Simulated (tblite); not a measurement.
Compound: C7H8BrClO.
SMILES with atom numbers: `[CH2:1]=[CH:2]/[C:3]([CH2:4][CH3:5])=[C:6](\[Cl:7])[C:8](=[O:9])[Br:10]` (hydrogens: H11, H12 on C1; H13 on C2; H14, H15 on C4; H16, H17, H18 on C5)

Computed with GFN2-xTB (tblite), gas phase: L-BFGS steps from a force-field or distance-geometry start until the largest atomic force falls under 0.01 eV/Å.

The end geometry, which sets the zero of energy:
```
atom  x, y, z in Å
C1      1.8140   -1.6809    0.7193
C2      1.6943   -0.4967    0.1205
C3      0.4508    0.1169   -0.3057
C4     -0.7878   -0.7275   -0.3147
C5     -1.5504   -0.5809    1.0068
C6      0.4343    1.4330   -0.6690
Cl7     1.8686    2.3984   -0.5896
C8     -0.7623    2.0997   -1.1509
O9     -1.8899    1.7210   -1.1041
Br10   -0.4399    3.8358   -2.0246
H11     0.9761   -2.3109    0.9630
H12     2.7818   -2.0535    1.0077
H13     2.5870    0.0852   -0.0593
H14    -1.4491   -0.4298   -1.1279
H15    -0.5085   -1.7696   -0.4671
H16    -0.9076   -0.8114    1.8528
H17    -2.4007   -1.2572    1.0151
H18    -1.9194    0.4346    1.1160
```

Task: These geometries come from the run, each turned onto the end geometry. Order them by energy, lowest first.
A.
```
atom  x, y, z in Å
C1      1.7765   -1.6930    0.6745
C2      1.6511   -0.4451    0.2239
C3      0.4320    0.1571   -0.2815
C4     -0.8086   -0.6843   -0.3023
C5     -1.5025   -0.6467    1.0634
C6      0.4359    1.4571   -0.6964
Cl7     1.8807    2.4104   -0.6538
C8     -0.7474    2.1222   -1.2162
O9     -1.8879    1.8046   -1.0989
Br10   -0.3707    3.7331   -2.2884
H11     0.9676   -2.4026    0.6974
H12     2.7226   -2.0484    1.0445
H13     2.5199    0.1972    0.2352
H14    -1.5108   -0.3334   -1.0564
H15    -0.5372   -1.7116   -0.5444
H16    -0.8197   -0.9521    1.8527
H17    -2.3576   -1.3174    1.0562
H18    -1.8526    0.3589    1.2787
```
B.
```
atom  x, y, z in Å
C1      1.7820   -1.6905    0.6976
C2      1.6748   -0.4369    0.2579
C3      0.4701    0.1868   -0.2497
C4     -0.7900   -0.6274   -0.3258
C5     -1.5303   -0.6938    1.0123
C6      0.4799    1.4760   -0.6728
Cl7     1.8901    2.4739   -0.6837
C8     -0.7402    2.1628   -1.0937
O9     -1.8170    2.1073   -0.6099
Br10   -0.5392    3.3111   -2.7227
H11     0.9753   -2.4003    0.7317
H12     2.7261   -2.0618    1.0550
H13     2.5612    0.1783    0.2796
H14    -1.4677   -0.2050   -1.0663
H15    -0.5171   -1.6353   -0.6369
H16    -0.9167   -1.1547    1.7809
H17    -2.4344   -1.2852    0.8919
H18    -1.8156    0.3009    1.3430
```
C.
```
atom  x, y, z in Å
C1      1.7949   -1.6965    0.6909
C2      1.6668   -0.4664    0.1938
C3      0.4421    0.1293   -0.3043
C4     -0.7996   -0.7098   -0.3143
C5     -1.5143   -0.6037    1.0370
C6      0.4352    1.4347   -0.7050
Cl7     1.8785    2.3897   -0.6701
C8     -0.7602    2.1043   -1.1883
O9     -1.8935    1.7526   -1.0964
Br10   -0.4264    3.7975   -2.1398
H11     0.9845   -2.4012    0.7623
H12     2.7468   -2.0370    1.0603
H13     2.5379    0.1726    0.1733
H14    -1.4833   -0.3817   -1.0955
H15    -0.5349   -1.7485   -0.5116
H16    -0.8519   -0.8959    1.8483
H17    -2.3864   -1.2508    1.0411
H18    -1.8449    0.4170    1.2065
```
D.
```
atom  x, y, z in Å
C1      1.7890   -1.6893    0.6759
C2      1.6407   -0.4435    0.2248
C3      0.4208    0.1602   -0.2819
C4     -0.8262   -0.6769   -0.3092
C5     -1.5113   -0.6698    1.0619
C6      0.4360    1.4627   -0.6877
Cl7     1.8851    2.4164   -0.6460
C8     -0.7412    2.1467   -1.1978
O9     -1.8879    1.8904   -1.0123
Br10   -0.3289    3.6528   -2.4027
H11     1.0019   -2.4229    0.7106
H12     2.7438   -2.0193    1.0481
H13     2.5010    0.2112    0.2527
H14    -1.5338   -0.3071   -1.0508
H15    -0.5532   -1.6999   -0.5740
H16    -0.8187   -0.9975    1.8335
H17    -2.3677   -1.3392    1.0388
H18    -1.8580    0.3313    1.3043
```
E.
```
atom  x, y, z in Å
C1      1.7918   -1.6808    0.6824
C2      1.6456   -0.4346    0.2349
C3      0.4230    0.1575   -0.2757
C4     -0.8229   -0.6824   -0.3164
C5     -1.5151   -0.6878    1.0525
C6      0.4372    1.4561   -0.6852
Cl7     1.8865    2.4139   -0.6458
C8     -0.7409    2.1622   -1.1683
O9     -1.8815    1.9945   -0.8796
Br10   -0.3354    3.5616   -2.5010
H11     0.9966   -2.4073    0.6995
H12     2.7455   -2.0022    1.0634
H13     2.5038    0.2246    0.2400
H14    -1.5214   -0.3053   -1.0656
H15    -0.5446   -1.7014   -0.5918
H16    -0.8469   -1.0510    1.8320
H17    -2.3905   -1.3306    1.0130
H18    -1.8395    0.3194    1.3000
```

Result: C (0.004 eV), A (0.007 eV), D (0.014 eV), E (0.027 eV), B (0.080 eV).

In the order of the answer:

```tsv
step	E above end (eV)	largest force (eV/Å)	rms force component (eV/Å)	rms distance from end (Å)	rms bond change (Å)	bond most changed (Å)
78	0.004	0.02	0.007	0.102	0.000	C4–H14 -0.001
58	0.007	0.02	0.008	0.153	0.001	C6–C8 +0.001
35	0.014	0.08	0.029	0.186	0.002	C6–Cl7 +0.005
27	0.027	0.12	0.042	0.218	0.003	C6–Cl7 +0.007
6	0.080	0.36	0.087	0.313	0.009	C8–Br10 +0.033
```
